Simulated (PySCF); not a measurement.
Gas-phase reaction: In(CH3)3.NH3 → In(CH3)2NH2 + CH4

Method: PySCF energies plus ideal-gas RRHO corrections (1 bar). † marks an energy on the PBE0/def2-TZVP geometry and frequencies; other levels use their own. MP2 and CCSD(T) freeze the core. All species are closed-shell singlets. B3LYP is the form with VWN-RPA correlation. In: scalar-relativistic def2 core potential, no spin-orbit coupling. Adducts (In(CH3)3.NH3) have no counterpoise correction, and HF, PBE, BLYP, B3LYP and PBE0 lack dispersion. Methyl groups turn as free rotors in In(CH3)2NH2. In(CH3)3.NH3, In(CH3)2NH2: computed as isolated molecules; such fragments, hydroxides, amides, oligomers or adducts are transient or little studied in the gas. MP2 isn't extrapolated to the basis-set limit; its ΔH°(298 K) is 24.8 kJ in def2-SVP and 16.6 kJ in def2-TZVPP. CCSD(T) isn't extrapolated to the basis-set limit. The harmonic model lacks anharmonicity and excited electronic states, which grow with temperature; levels with a mode under 35 cm⁻¹ are left out. Soft modes under 120 cm⁻¹ make the harmonic entropy rough for In(CH3)3.NH3, In(CH3)2NH2.

```tsv
level	ΔE electronic, kJ	ΔH°(298 K), kJ	ΔS°(298 K), J/K	ΔG°(2500 K), kJ
B3LYP/def2-TZVP†	0	-9	107	-203
BLYP/def2-TZVP†	-9	-18	107	-212
CCSD(T)/def2-SVP†	33	24	107	-170
HF/def2-TZVP†	0	-9	107	-203
M06-2X/def2-TZVP†	22	12	107	-182
MP2/def2-TZVPP†	26	17	107	-177
PBE0/def2-TZVP	16	6	107	-188
LDA/def2-TZVP†	35	25	107	-169
ωB97M-V/def2-TZVP†	24	15	107	-180
```
ΔH° is lowest at BLYP/def2-TZVP† and highest at LDA/def2-TZVP†. No reference value is set beside these.
